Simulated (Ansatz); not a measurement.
Isolated molecules relaxed with PBE0-D4/def2-TZVP in Ansatz; ΔE leaves out vibrations. CCSD(T)/CBS is the MP2 limit (def2-TZVPP, def2-QZVPP) plus CCSD(T) − MP2 in def2-TZVPP, frozen cores. This one scheme is used for every species. DFT in def2-TZVPP. B3LYP here is the variant with VWN-RPA as its local correlation; programs differ in this. HSE06 is defined as in plane-wave codes. Elements past krypton have def2 core potentials. For Cd outer-core shells are correlated without core-valence functions, which leaves a few kJ/mol of doubt a bond. One conformer a species, not always the lowest.

`[SiH3][O][Cd][Cl]` + H₂S → `[SH][Cd][Cl]` + `O[SiH3]`  (ligand exchange at a Cd–O bond)

```csv
level,ΔE (kJ/mol),difference from CCSD(T)/CBS
HSE06-D4,-75.9,-7.6
BHLYP-D4,-69.2,-0.9
PBE,-73.4,-5.1
B3LYP,-69.3,-1.0
HSE06,-77.1,-8.8
BHLYP,-70.9,-2.6
RPA@PBE/def2-TZVPP,-52.2,16.1
CCSD/def2-TZVPP,-61.6,6.7
HF/def2-QZVPP,-66.8,1.5
MP2/def2-QZVPP,-69.6,-1.3
CCSD(T)/CBS,-68.3,0
```

(1) What do rigid-rotor, harmonic-oscillator terms from PBE0-D4/def2-TZVP frequencies (298.15 K, 1 bar) make of the CCSD(T)/CBS value? (Best estimate.)

Largest T1 diagnostic among the species: 0.014.

## Answers

(1) The calculation gave: ΔZPE = +8.1 kJ/mol, ΔH = -62.0 kJ/mol, ΔS = 1 J/(mol·K), ΔG = -62.3 kJ/mol. Modes under 50 cm⁻¹ make the entropy rough.

Leaving LDA and LC-ωPBE aside and taking each functional with its dispersion term where it has one, the values, not all of them listed here, spread over 12.7 kJ/mol, from HSE06-D4 to BLYP-D4. LDA lies −3.6 kJ/mol from PBE without D4. At CCSD(T), def2-SVP lies +16.0 kJ/mol from the extrapolated value and def2-TZVPP +7.2 kJ/mol.
